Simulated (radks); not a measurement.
Problem. Coherent X-ray form factor from a spherical all-electron density. All-electron calculation, scalar-relativistic Kohn-Sham, RPBE, spin-polarised, spherical densities, point nucleus. Program: a radial shooting solver on a logarithmic mesh with Libxc functionals.

sin(theta)/lambda (1/angstrom),f0 (electrons)
0.05,67.419
0.1,65.757
0.15,63.229
0.2,60.124
0.25,56.729
0.3,53.285
0.4,46.828
0.5,41.302
0.6,36.661
0.8,29.328
1,23.965
1.25,19.491
1.5,16.725
2,13.218

The species is in the configuration that NIST lists as its ground one. Which atom or ion scatters so?

Solution. The lutetium ion Lu3+, [Xe] 4f14. Extrapolating in s^2 from the first two rows gives f0(0) = 68.0, near the electron count 68; among species with that count, the fall with angle is slower the higher Z, and the table is that of Z = 71; from so few rows the species is fixed only to a neighbour or two.
